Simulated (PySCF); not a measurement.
PySCF input for C2H8OSi3, SMILES O[Si@H]1C=C[Si@@H]1[SiH3], TDA-PBE/def2-SVPD. Coordinates come from a B3LYP-D3(BJ)/def2-SVP optimisation. The structure was generated by enumeration; whether it is a known compound was not checked. Other conformers were not sampled.

```python
import numpy as np
from pyscf import gto, scf, dft, tdscf

mol = gto.M(
    atom='''
    O     1.14848609    2.50536996   -1.12124960
    Si    0.46076489    0.98080370   -1.09639339
    C     1.59513349   -0.53142105   -1.11783099
    C     1.26422788   -1.21622232    0.00824103
    Si   -0.06128374   -0.17458398    0.89708189
    Si   -2.13223577   -1.24585055    1.19155894
    H     1.79396480    2.69938123   -0.43106660
    H    -0.53423819    1.03115467   -2.20115484
    H     2.33794098   -0.89241089   -1.84273846
    H     1.69831497   -2.19195898    0.26682647
    H     0.40211434    0.39618276    2.20218209
    H    -3.14845903   -0.28221929    1.71203691
    H    -2.60588552   -1.77572336   -0.12194593
    H    -2.02924452   -2.38667429    2.15193299
    ''',
    basis='def2-SVPD',
    charge=0,
    spin=0,
    max_memory=1600,
    verbose=4,
)
mf = dft.RKS(mol, xc='pbe').density_fit(auxbasis='def2-universal-jkfit')
mf.grids.level = 3
mf.conv_tol = 1e-9
mf.max_cycle = 100
mf.kernel()
mf.grids = dft.Grids(mol).set(level=1).build(with_non0tab=True)  # coarser grid for the response kernel
td = tdscf.TDA(mf)
td.singlet = True
td.nstates = 10
td.conv_tol = 1e-4
td.positive_eig_threshold = 1e-6
td.kernel(x0=td.get_init_guess(mf, 15))
td.analyze()
tt = tdscf.TDA(mf)
tt.singlet = False
tt.nstates = 4
tt.conv_tol = 1e-4
tt.positive_eig_threshold = 1e-6
tt.kernel(x0=tt.get_init_guess(mf, 9))
tt.analyze(verbose=3)
```

Log of the run:

```
PySCF version 2.14.0

[INPUT] verbose = 4
[INPUT] num. atoms = 14
[INPUT] num. electrons = 70
[INPUT] charge = 0
[INPUT] spin (= nelec alpha-beta = 2S) = 0
[INPUT] symmetry False subgroup None
[INPUT] Mole.unit = angstrom
[INPUT] Symbol           X                Y                Z      unit          X                Y                Z       unit  Magmom
[INPUT]  1 O      1.148486090000   2.505369960000  -1.121249600000 AA    2.170324167973   4.734463065113  -2.118854661278 Bohr   0.0
[INPUT]  2 Si     0.460764890000   0.980803700000  -1.096393390000 AA    0.870719449915   1.853450374960  -2.071883231883 Bohr   0.0
[INPUT]  3 C      1.595133490000  -0.531421050000  -1.117830990000 AA    3.014365428222  -1.004240241329  -2.112394424651 Bohr   0.0
[INPUT]  4 C      1.264227880000  -1.216222320000   0.008241030000 AA    2.389044452240  -2.298327091383   0.015573289684 Bohr   0.0
[INPUT]  5 Si    -0.061283740000  -0.174583980000   0.897081890000 AA   -0.115809484489  -0.329915907937   1.695239083407 Bohr   0.0
[INPUT]  6 Si    -2.132235770000  -1.245850550000   1.191558940000 AA   -4.029341638301  -2.354316331639   2.251720057877 Bohr   0.0
[INPUT]  7 H      1.793964800000   2.699381230000  -0.431066600000 AA    3.390102149110   5.101091230492  -0.814597815447 Bohr   0.0
[INPUT]  8 H     -0.534238190000   1.031154670000  -2.201154840000 AA   -1.009563864383   1.948599918366  -4.159579805361 Bohr   0.0
[INPUT]  9 H      2.337940980000  -0.892410890000  -1.842738460000 AA    4.418068147597  -1.686412172679  -3.482271008603 Bohr   0.0
[INPUT] 10 H      1.698314970000  -2.191958980000   0.266826470000 AA    3.209350166549  -4.142202148481   0.504228951084 Bohr   0.0
[INPUT] 11 H      0.402114340000   0.396182760000   2.202182090000 AA    0.759885973360   0.748676911674   4.161521026522 Bohr   0.0
[INPUT] 12 H     -3.148459030000  -0.282219290000   1.712036910000 AA   -5.949725281114  -0.533317165169   3.235280875047 Bohr   0.0
[INPUT] 13 H     -2.605885520000  -1.775723360000  -0.121945930000 AA   -4.924409944770  -3.355630823392  -0.230444409705 Bohr   0.0
[INPUT] 14 H     -2.029244520000  -2.386674290000   2.151932990000 AA   -3.834716382574  -4.510160756641   4.066563989516 Bohr   0.0

nuclear repulsion = 405.702384682877
number of shells = 87
number of NR pGTOs = 299
number of NR cGTOs = 199
basis = def2-SVPD
ecp = {}


[settings echo left out]
init E= -1023.91482395801
  HOMO = -0.277669746793944  LUMO = -0.130966121517148  gap/eV = 3.99201
cycle= 1 E= -1023.56754064179  delta_E= 0.347  |g|= 0.831  |ddm|= 5.08
  HOMO = -0.10628271236099  LUMO = -0.0275662567855548  gap/eV = 2.14198
cycle= 2 E= -1022.7940319332  delta_E= 0.774  |g|= 2.02  |ddm|= 3.26
  HOMO = -0.214478815331018  LUMO = -0.0606450718746889  gap/eV = 4.18603
cycle= 3 E= -1023.69641307897  delta_E= -0.902  |g|= 0.247  |ddm|= 2.84
  HOMO = -0.229856637415736  LUMO = -0.0889105255954008  gap/eV = 3.83534
cycle= 4 E= -1023.70792635611  delta_E= -0.0115  |g|= 0.157  |ddm|= 0.636
  HOMO = -0.228504648689479  LUMO = -0.0733225781647304  gap/eV = 4.22272
cycle= 5 E= -1023.7143884288  delta_E= -0.00646  |g|= 0.0567  |ddm|= 0.268
  HOMO = -0.226821049785478  LUMO = -0.074208496297798  gap/eV = 4.15280
cycle= 6 E= -1023.71521031008  delta_E= -0.000822  |g|= 0.0239  |ddm|= 0.0872
  HOMO = -0.226825125590368  LUMO = -0.0750891929914772  gap/eV = 4.12895
cycle= 7 E= -1023.71537139826  delta_E= -0.000161  |g|= 0.00687  |ddm|= 0.0435
  HOMO = -0.226913983756139  LUMO = -0.0747833388413905  gap/eV = 4.13969
cycle= 8 E= -1023.71538650776  delta_E= -1.51e-05  |g|= 0.0015  |ddm|= 0.0145
  HOMO = -0.226877643087536  LUMO = -0.0747382500658067  gap/eV = 4.13992
cycle= 9 E= -1023.71538731874  delta_E= -8.11e-07  |g|= 0.000272  |ddm|= 0.004
  HOMO = -0.226889177279989  LUMO = -0.0747567431386291  gap/eV = 4.13973
cycle= 10 E= -1023.71538734287  delta_E= -2.41e-08  |g|= 9.61e-05  |ddm|= 0.000854
  HOMO = -0.226896844799109  LUMO = -0.0747589712416024  gap/eV = 4.13988
cycle= 11 E= -1023.71538734692  delta_E= -4.05e-09  |g|= 3.2e-05  |ddm|= 0.000303
  HOMO = -0.22689236045859  LUMO = -0.0747558975475417  gap/eV = 4.13984
cycle= 12 E= -1023.71538734727  delta_E= -3.52e-10  |g|= 8.04e-06  |ddm|= 8.19e-05
  HOMO = -0.226893569774123  LUMO = -0.0747564634236437  gap/eV = 4.13986
Extra cycle  E= -1023.71538734723  delta_E= 4.12e-11  |g|= 1.35e-05  |ddm|= 4.24e-05
converged SCF energy = -1023.71538734723
tot grids = 54552
Overwritten attributes  positive_eig_threshold  of <class 'pyscf.tdscf.rks.TDA'>


******** <class 'pyscf.tdscf.rks.TDA'> for <class 'pyscf.df.df_jk.DFRKS'> ********
nstates = 10 singlet
deg_eia_thresh = 1.000e-03
wfnsym = None
conv_tol = 0.0001
eigh lindep = 1e-12
eigh level_shift = 0
eigh max_cycle = 100


Excitation energies (eV)
[4.22772318 4.99833801 5.34760503 5.42718547 5.57433686 5.8636783
 5.92769205 5.98496035 6.02266923 6.10237212]

** Singlet excitation energies and oscillator strengths **
Excited State   1:      4.22772 eV    293.26 nm  f=0.0001
      35 -> 36       -0.70017
Excited State   2:      4.99834 eV    248.05 nm  f=0.0027
      33 -> 36       -0.19187
      34 -> 36       -0.63287
      35 -> 37       -0.15401
      35 -> 38       -0.15667
Excited State   3:      5.34761 eV    231.85 nm  f=0.0058
      33 -> 36        0.28455
      35 -> 37       -0.41894
      35 -> 38        0.44627
Excited State   4:      5.42719 eV    228.45 nm  f=0.0096
      32 -> 36       -0.26254
      33 -> 36        0.51709
      34 -> 38        0.12268
      35 -> 38       -0.33191
Excited State   5:      5.57434 eV    222.42 nm  f=0.1062
      32 -> 36        0.18173
      34 -> 36        0.18027
      34 -> 37        0.12505
      34 -> 38       -0.14778
      35 -> 37       -0.42137
      35 -> 38       -0.37052
      35 -> 39       -0.19784
Excited State   6:      5.86368 eV    211.44 nm  f=0.0026
      32 -> 36       -0.11774
      34 -> 37       -0.36532
      35 -> 39       -0.56205
Excited State   7:      5.92769 eV    209.16 nm  f=0.0080
      33 -> 37        0.39899
      33 -> 38        0.20239
      34 -> 37        0.17249
      34 -> 38        0.49848
Excited State   8:      5.98496 eV    207.16 nm  f=0.0016
      32 -> 36        0.12233
      33 -> 37       -0.30636
      34 -> 37        0.36534
      34 -> 38        0.10382
      35 -> 39       -0.18826
      35 -> 40        0.42496
Excited State   9:      6.02267 eV    205.86 nm  f=0.0010
      31 -> 36        0.23710
      32 -> 36       -0.19873
      33 -> 37       -0.41104
      33 -> 38        0.24999
      34 -> 37        0.10825
      34 -> 38        0.12266
      35 -> 40       -0.35591
Excited State  10:      6.10237 eV    203.17 nm  f=0.0161
      31 -> 36        0.40972
      32 -> 36       -0.29563
      33 -> 37        0.13452
      33 -> 38        0.20659
      34 -> 38       -0.21991
      35 -> 40        0.29795
      35 -> 42        0.12237

** Transition electric dipole moments (AU) **
state          X           Y           Z        Dip. S.      Osc.
  1        -0.0113     -0.0213     -0.0272      0.0013      0.0001
  2        -0.1364      0.0295      0.0511      0.0221      0.0027
  3        -0.0139      0.1219     -0.1699      0.0439      0.0058
  4         0.0823      0.0413      0.2517      0.0719      0.0096
  5         0.6816      0.4205     -0.3691      0.7776      0.1062
  6         0.0423     -0.1254      0.0225      0.0180      0.0026
  7         0.1867     -0.0860     -0.1136      0.0552      0.0080
  8        -0.0686     -0.0759      0.0155      0.0107      0.0016
  9         0.0465     -0.0652     -0.0196      0.0068      0.0010
 10        -0.1703      0.2802     -0.0160      0.1078      0.0161

** Transition velocity dipole moments (imaginary part, AU) **
state          X           Y           Z        Dip. S.      Osc.
  1        -0.0127     -0.0084      0.0084      0.0003      0.0013
  2         0.0324      0.0115      0.0072      0.0012      0.0045
  3         0.0091     -0.0020     -0.0260      0.0008      0.0026
  4        -0.0107      0.0013     -0.0298      0.0010      0.0033
  5         0.0633      0.0215     -0.0587      0.0079      0.0257
  6         0.0050      0.0019     -0.0052      0.0001      0.0002
  7         0.0295     -0.0099     -0.0027      0.0010      0.0030
  8        -0.0015      0.0037     -0.0013      0.0000      0.0001
  9         0.0011     -0.0336      0.0066      0.0012      0.0035
 10        -0.0164      0.0261      0.0014      0.0010      0.0028

** Transition magnetic dipole moments (imaginary part, AU) **
state          X           Y           Z
  1        -0.4607     -0.0990     -0.1624
  2         0.3434      0.4196     -0.0766
  3         0.4459      0.5858      0.4512
  4         0.3184     -0.1073      0.4560
  5         0.4919     -0.3682      0.6906
  6        -0.2359     -0.1494     -0.4397
  7         0.1320      0.2725      0.2612
  8        -0.0668     -0.3542      0.0375
  9        -0.6891     -0.0630     -0.0375
 10        -0.1953      0.2700     -0.1574


******** <class 'pyscf.tdscf.rks.TDA'> for <class 'pyscf.df.df_jk.DFRKS'> ********
nstates = 4 triplet
deg_eia_thresh = 1.000e-03
wfnsym = None
conv_tol = 0.0001
eigh lindep = 1e-12
eigh level_shift = 0
eigh max_cycle = 100


Excitation energies (eV)
[3.92022243 4.27595643 4.58139648 4.75038901]

** Triplet excitation energies and oscillator strengths **
Excited State   1:      3.92022 eV    316.27 nm  f=0.0000
Excited State   2:      4.27596 eV    289.96 nm  f=0.0000
Excited State   3:      4.58140 eV    270.63 nm  f=0.0000
Excited State   4:      4.75039 eV    261.00 nm  f=0.0000
```

The run converged.

Cost: roughly 120 core-seconds.
